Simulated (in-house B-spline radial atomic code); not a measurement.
Values are calculated unless marked as measured or tabulated.
**Ghost states of the separable form: Ru**

Ru, [Kr] 4d7 5s1, non-relativistic LDA (VWN5), spherical and spin-unpolarised, from an all-electron radial atomic-structure program (B-spline basis) (atomic units; all potentials screened as in the neutral atom).

Troullier-Martins channels: 5s (ε = -0.1528, r_c = 3.126 bohr), 4d (ε = -0.2104, r_c = 1.362 bohr). In the Kleinman-Bylander form one channel serves as the local potential, and each other channel l becomes |δV u><u δV|/<u|δV|u>, with δV = V_l − V_local and u the pseudo-orbital. Its strength is E_KB = <u|δV²|u>/<u|δV|u>. By the analysis of Gonze, Stumpf and Scheffler a spurious state lies below the reference level ε if E_KB > 0 and ε is above the second level of the local potential alone, or if E_KB < 0 and ε is above its first. The table's levels are those of angular momentum l in a sphere of 9 bohr, whose wall can lift a shallow ε a little above its free-atom value.

```tsv
local	channel	<u δV u>	<u δV² u>	ε	first local level	second local level
s	d	-2.7541	15.075	-0.2104	0.0920	0.3384
d	s	0.19738	0.68485	-0.1515	-5.8648	-0.8334
```

Q: Apply the rule to each row.

A: Local s, channel d: E_KB = -5.47, so ε = -0.2104 is set against 0.0920: no ghost. Local d, channel s: E_KB = +3.47, so ε = -0.1515 is set against -0.8334: a ghost.

Diagonalising the separable Hamiltonian gives:

| local | channel | three lowest levels | all-electron, two lowest valence levels |
| --- | --- | --- | --- |
| s | d | -0.2104, 0.1218, 0.4196 | -0.2104, 0.1202 |
| d | s | -3.9463, -0.1515, 0.1168 | -0.1515, 0.1179 |

Q: Which choices of local channel are safe?

A: Free of ghosts: s. With d local the s channel has a ghost 3.79 hartree below ε, since the local potential binds more than one state below ε, and a repulsive term of rank one raises each level at most to the next, so it clears only one of them. Among the safe choices the second level, which tests transfer, is off by at most 1.5 millihartree (s local).
